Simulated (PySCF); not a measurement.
## PySCF run on LiCa

The script input.py:

```python
from pyscf import gto, scf
from pyscf.prop.polarizability import uhf as pol

mol = gto.M(
    atom='Li 0 0 0; Ca 0 0 2.875',
    basis='3-21g',
    charge=0,
    spin=1,
    verbose=4,
)
mf = scf.UHF(mol)
mf.kernel()
print('polarizability (a.u.)')
print(pol.Polarizability(mf).polarizability().round(4))
mf.dip_moment()
print('orbital energies (hartree):', [e[max(0, n-3):n+3].round(4) for e, n in zip(mf.mo_energy, mol.nelec)])
```

```bash
$ OMP_NUM_THREADS=1 python input.py
```

Output (some set-up lines and the per-cycle HOMO/LUMO lines with their warnings removed):

```
PySCF version 2.14.0

[INPUT] verbose = 4
[INPUT] num. atoms = 2
[INPUT] num. electrons = 23
[INPUT] charge = 0
[INPUT] spin (= nelec alpha-beta = 2S) = 1
[INPUT] symmetry False subgroup None
[INPUT] Mole.unit = angstrom
[INPUT] Symbol           X                Y                Z      unit          X                Y                Z       unit  Magmom
[INPUT]  1 Li     0.000000000000   0.000000000000   0.000000000000 AA    0.000000000000   0.000000000000   0.000000000000 Bohr   0.0
[INPUT]  2 Ca     0.000000000000   0.000000000000   2.875000000000 AA    0.000000000000   0.000000000000   5.432962608125 Bohr   0.0

nuclear repulsion = 11.0436983148522
number of shells = 14
number of NR pGTOs = 54
number of NR cGTOs = 26
basis = 3-21g
ecp = {}

******** <class 'pyscf.scf.uhf.UHF'> ********
method = UHF
initial guess = minao
damping factor = 0
level_shift factor = 0
DIIS = <class 'pyscf.scf.diis.CDIIS'>
diis_start_cycle = 1
diis_space = 8
diis_damp = 0
SCF conv_tol = 1e-09
SCF conv_tol_grad = None
SCF max_cycles = 50
direct_scf = True
direct_scf_tol = 1e-13
number electrons alpha = 12  beta = 11
Set gradient conv threshold to 3.16228e-05
init E= -680.368962615204

cycle= 1 E= -680.767111704421  delta_E= -0.398  |g|= 0.0353  |ddm|= 0.854
cycle= 2 E= -680.772635768437  delta_E= -0.00552  |g|= 0.0192  |ddm|= 0.229
cycle= 3 E= -680.775419406344  delta_E= -0.00278  |g|= 0.0104  |ddm|= 0.225
cycle= 4 E= -680.77666111544  delta_E= -0.00124  |g|= 0.00556  |ddm|= 0.188
cycle= 5 E= -680.777103652151  delta_E= -0.000443  |g|= 0.00268  |ddm|= 0.135
cycle= 6 E= -680.777208584149  delta_E= -0.000105  |g|= 0.000752  |ddm|= 0.0951
cycle= 7 E= -680.777215452493  delta_E= -6.87e-06  |g|= 0.000232  |ddm|= 0.0313
cycle= 8 E= -680.777215894988  delta_E= -4.42e-07  |g|= 0.000154  |ddm|= 0.00465
cycle= 9 E= -680.777216284771  delta_E= -3.9e-07  |g|= 8.98e-05  |ddm|= 0.00565
cycle= 10 E= -680.777216384189  delta_E= -9.94e-08  |g|= 4.38e-05  |ddm|= 0.00298
cycle= 11 E= -680.777216410949  delta_E= -2.68e-08  |g|= 1.37e-05  |ddm|= 0.00172
cycle= 12 E= -680.777216413167  delta_E= -2.22e-09  |g|= 1.54e-06  |ddm|= 0.000461
cycle= 13 E= -680.777216413184  delta_E= -1.75e-11  |g|= 3.19e-07  |ddm|= 3.33e-05
Extra cycle  E= -680.777216413185  delta_E= -6.82e-13  |g|= 1.77e-07  |ddm|= 4.85e-06
converged SCF energy = -680.777216413185  <S^2> = 0.85002462  2S+1 = 2.0976412
polarizability (a.u.)
Isotropic polarizability 364.371006889
Polarizability anisotropy 313.304487747
[[259.9362  -0.      -0.    ]
 [ -0.     259.9362  -0.    ]
 [ -0.      -0.     573.2407]]
Dipole moment(X, Y, Z, Debye):  0.00000, -0.00000, -0.95495
orbital energies (hartree): [array([-1.3461, -0.2392, -0.1629,  0.0096,  0.0096,  0.0243]), array([-1.3455, -1.3436, -0.2233,  0.019 ,  0.019 ,  0.0225])]
```

In short: E(SCF) = -680.777216 Eh, 13 cycles, ⟨S²⟩ = 0.850, μz(SCF) = -0.95 D, α(xx, yy, zz) = 259.9, 259.9, 573.2 bohr³.

It ran on Intel Xeon 6975P-C (1 thread, shared host) in 0.53 s, peak memory 0.11 GiB.

The basis is very small, so the numbers show the basis as much as the system. The bond length is a typed value, not an optimised one. No search for the lowest solution was made.
